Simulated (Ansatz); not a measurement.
The first iterations of a band of H2OSSe (5 atoms, charge 0, multiplicity 1).

All numbers below come from RKS B3LYP-D4/def2-SVPD in Ansatz 0.2.0.

```
movable images  : 7
climbing image  : yes
spring          : 50.0 eV/Å²
optimiser       : quadratic models (default)
start path      : through a guess of the saddle point
force threshold : 0.05 eV/Å
iteration limit : 60
end points      : relaxed
```

First end point:

```xyz
5
Properties=species:S:1:pos:R:3
S -1.006 -1.243 0.174
O -0.123 -0.030 0.955
Se 1.581 0.383 0.342
H -1.568 -0.467 -0.794
H 1.116 1.356 -0.677
```

Last end point:

```xyz
5
Properties=species:S:1:pos:R:3
S -1.327 -0.437 0.249
O 0.135 0.466 0.555
Se 1.949 -0.318 0.020
H -0.855 -1.014 -0.889
H 0.098 1.303 0.065
```

| iteration | highest image above the first end (eV) | largest band force component (eV/Å) |
| --- | --- | --- |
| 1 | 3.095 | 8.806 |
| 2 | 2.029 | 3.063 |
| 3 | 1.887 | 0.885 |

Q: Does the band converge within its limit, and where does its top end?

A: The run converged. It ended after 9 iterations with the highest image 1.869 eV above the first end. Another band between the same ends (7 images) ends at a top of the same energy, where a vibrational analysis finds 1 clearly imaginary mode. The orbitals stay closed-shell, which can raise the energy where a bond breaks towards radicals; this wasn't checked here.

Time of the run: 2.2 min on 2 threads of Arm Neoverse V2 (shared host), peak memory 0.23 GiB.
